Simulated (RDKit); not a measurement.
Input file for RDKit: UFF on CH9NOSi (a complex), monomers drawn apart or pushed together.

```python
from rdkit import Chem
from rdkit.Chem import AllChem, rdDetermineBonds

blocks = [
'''7

C     0.23804073   -0.36064253   -0.12008855
N    -0.26850730    0.97108247    0.23592827
H    -0.45842737   -1.11575692    0.24455566
H     1.19231935   -0.52429248    0.38071084
H     0.38087055   -0.51185249   -1.19491902
H    -1.16393466    1.14785143   -0.20460522
H     0.36595924    1.69608732   -0.07860306
''',
'''6

O    -0.52563944    0.99291379    3.28089986
Si   -0.08826718   -0.38817151    4.03598631
H    -0.45889301    1.03241218    2.29438048
H    -0.90668249   -1.55546500    3.60446265
H    -0.27379882   -0.18912078    5.49027665
H     1.33401379   -0.74930587    3.78031139
''',
]
mol = None
for b in blocks:
    f = Chem.MolFromXYZBlock(b)
    rdDetermineBonds.DetermineBonds(f, charge=0)
    mol = f if mol is None else Chem.CombineMols(mol, f)
Chem.SanitizeMol(mol)
print(Chem.MolToSmiles(Chem.RemoveHs(mol)))
ff = AllChem.UFFGetMoleculeForceField(mol, vdwThresh=100.0, ignoreInterfragInteractions=False)
e = ff.CalcEnergy()
print(f'UFF energy {e:.6f} kcal/mol')
```

Program output:

```
CN.O[SiH3]
UFF energy 19.162218 kcal/mol
```

The run finished.

Cost: about 0.020 core-seconds (a rough figure).
